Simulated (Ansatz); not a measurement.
BrClH2InN, SMILES `[NH2][In]([Cl])[Br]` at its PBE0-D4/def2-TZVP geometry, where that method's forces vanish. Total charge 0; spin multiplicity 1. In: def2 effective core potential.

| atom | x (Å) | y (Å) | z (Å) |
| --- | --- | --- | --- |
| N1 | 0.019 | 1.082 | -0.657 |
| In2 | 0.046 | -0.690 | 0.271 |
| Cl3 | 2.004 | -1.462 | 1.227 |
| Br4 | -1.872 | -2.207 | 0.239 |
| H5 | -0.888 | 1.516 | -0.754 |
| H6 | 0.690 | 1.761 | -0.326 |

Question: For each bond, give half the difference of the two atoms' forces along it (eV/Å; positive pushes the atoms apart) under PBE-D4, r2SCAN-D4, B3LYP-D4, ωB97M-V in def2-TZVPP. (An estimate is asked.)

Answer: Ansatz gave: 
```tsv
bond	length (Å)	PBE-D4	r2SCAN-D4	B3LYP-D4	ωB97M-V
N1–In2	2.001	0.11	0.07	0.15	-0.01
N1–H5	1.010	0.21	0.01	-0.06	-0.03
N1–H6	1.010	0.21	0.01	-0.06	-0.03
In2–Cl3	2.312	0.15	0.04	0.17	-0.01
In2–Br4	2.446	0.11	0.01	0.13	-0.06
```

B3LYP here is the variant with VWN-RPA as its local correlation; programs differ in this.
